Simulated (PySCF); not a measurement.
Record of a relaxation.

C3H9Tl.
Numbering: `[CH3:1][Tl:2]([CH3:3])[CH3:4]` (hydrogens: H5, H6, H7 on C1; H8, H9, H10 on C3; H11, H12, H13 on C4)

Computed by this run: PySCF 2.14.0, PBE0-D3(BJ)/def2-SVP geometry optimisation, gas phase, def2 core potentials past Kr; density fitting, grid level 1; the optimiser is geomeTRIC in internal coordinates, started from a GFN2-xTB structure with every atom displaced at random (about 0.01 Å). The frame can shift and turn from step to step; on so coarse a grid that alone can change the energy by a few meV, and forces under 0.02 eV/Å are noise.

Step 0: E = -7944.1178 eV, largest atomic force 1.955 eV/Å
```
atom  x, y, z in Å  |  force x, y, z in eV/Å
C1     -0.462    2.254   -0.149   -0.437  -0.545  -0.398
Tl2    -0.005   -0.005    0.024    0.163  -0.023   0.012
C3      2.202   -0.719    0.145   -0.488   0.845   0.506
C4     -1.707   -1.557    0.009   -0.783   1.780   0.202
H5     -0.408    2.571   -1.206    0.122  -0.215   0.062
H6      0.218    2.874    0.422    0.582   0.115   0.325
H7     -1.478    2.493    0.192   -0.127  -0.244   0.068
H8      2.430   -1.146    1.125   -0.261  -0.158   0.314
H9      2.907    0.114    0.018   -0.149   0.159  -0.198
H10     2.407   -1.478   -0.591    0.001  -0.549  -0.679
H11    -2.653   -1.131    0.440    0.675   0.017  -0.295
H12    -1.938   -1.851   -1.008    0.039  -0.060  -0.670
H13    -1.508   -2.437    0.568    0.664  -1.123   0.749
```

Step 1: E = -7944.3418 eV, largest atomic force 0.358 eV/Å
```
atom  x, y, z in Å  |  force x, y, z in eV/Å
C1     -0.458    2.155   -0.147   -0.112   0.170   0.023
Tl2     0.016   -0.009    0.024    0.133  -0.037  -0.027
C3      2.134   -0.695    0.146    0.093   0.038   0.066
C4     -1.657   -1.466    0.010   -0.300  -0.101   0.168
H5     -0.396    2.456   -1.205    0.057  -0.037   0.006
H6      0.240    2.774    0.434    0.064  -0.057  -0.029
H7     -1.481    2.360    0.200   -0.018  -0.060   0.009
H8      2.331   -1.127    1.138   -0.095  -0.049   0.027
H9      2.829    0.144    0.004   -0.035   0.022  -0.080
H10     2.332   -1.471   -0.608   -0.043   0.022  -0.011
H11    -2.564   -1.002    0.431    0.076   0.028  -0.054
H12    -1.881   -1.760   -1.027    0.059   0.005  -0.030
H13    -1.439   -2.375    0.591    0.119   0.055  -0.068
```

Step 2: E = -7944.3487 eV, largest atomic force 0.135 eV/Å
```
atom  x, y, z in Å  |  force x, y, z in eV/Å
C1     -0.455    2.160   -0.146   -0.070   0.083   0.017
Tl2     0.017   -0.007    0.022   -0.047   0.005  -0.026
C3      2.123   -0.691    0.146    0.126  -0.004   0.048
C4     -1.658   -1.470    0.014   -0.117  -0.039   0.051
H5     -0.385    2.455   -1.205    0.020  -0.017   0.000
H6      0.256    2.767    0.432    0.024  -0.030  -0.008
H7     -1.477    2.363    0.203    0.017  -0.020  -0.004
H8      2.306   -1.126    1.140   -0.032  -0.007  -0.015
H9      2.817    0.148   -0.005   -0.016  -0.013  -0.020
H10     2.312   -1.467   -0.609   -0.012   0.001  -0.004
H11    -2.564   -1.009    0.433    0.020   0.011  -0.013
H12    -1.871   -1.764   -1.026    0.031   0.010  -0.006
H13    -1.415   -2.375    0.590    0.055   0.022  -0.019
```

Step 3: E = -7944.3507 eV, largest atomic force 0.037 eV/Å
```
atom  x, y, z in Å  |  force x, y, z in eV/Å
C1     -0.460    2.169   -0.146    0.014  -0.005  -0.003
Tl2     0.012   -0.002    0.019    0.006   0.016  -0.007
C3      2.125   -0.695    0.146   -0.025  -0.001  -0.002
C4     -1.662   -1.470    0.017    0.024  -0.011  -0.025
H5     -0.384    2.460   -1.205   -0.006  -0.001  -0.001
H6      0.261    2.765    0.431   -0.006  -0.002   0.007
H7     -1.481    2.371    0.205    0.011   0.003  -0.001
H8      2.296   -1.134    1.141    0.001   0.013  -0.008
H9      2.822    0.139   -0.010   -0.001  -0.005   0.013
H10     2.305   -1.473   -0.609   -0.005  -0.005  -0.005
H11    -2.569   -1.013    0.436   -0.010  -0.004   0.012
H12    -1.865   -1.764   -1.024    0.000   0.006   0.007
H13    -1.395   -2.369    0.589   -0.005  -0.004   0.014
```

Step 4: E = -7944.3509 eV, largest atomic force 0.025 eV/Å
```
atom  x, y, z in Å  |  force x, y, z in eV/Å
C1     -0.457    2.170   -0.147    0.013  -0.003  -0.005
Tl2     0.011   -0.001    0.017   -0.017   0.017  -0.004
C3      2.121   -0.695    0.145   -0.007  -0.009  -0.009
C4     -1.661   -1.472    0.018    0.017  -0.005  -0.007
H5     -0.382    2.463   -1.205   -0.003   0.001   0.001
H6      0.264    2.764    0.431   -0.001  -0.001   0.003
H7     -1.478    2.374    0.206   -0.001   0.004   0.001
H8      2.291   -1.132    1.140    0.003   0.002   0.002
H9      2.819    0.138   -0.010    0.004  -0.001   0.004
H10     2.300   -1.474   -0.610    0.000  -0.001   0.001
H11    -2.568   -1.017    0.438   -0.002  -0.005   0.004
H12    -1.864   -1.766   -1.023   -0.003   0.001   0.002
H13    -1.392   -2.370    0.590   -0.002   0.000   0.006
```

Task: Summarise the path.

Result: The energy falls by 5.38 kcal/mol from step 0 to step 4; nine tenths of that is first reached at step 1. It falls at every step. The largest force goes from 1.955 to 0.025 eV/Å. Among the bonds Tl2–C3 changes most, from 2.322 to 2.225 Å; the atoms move by 0.110 Å rms after alignment.

What follows is the cost of the whole optimisation. The run took 26 s wall on an Arm Neoverse V2 with one thread, shared host, and the process peaked at 0.50 GiB of memory.
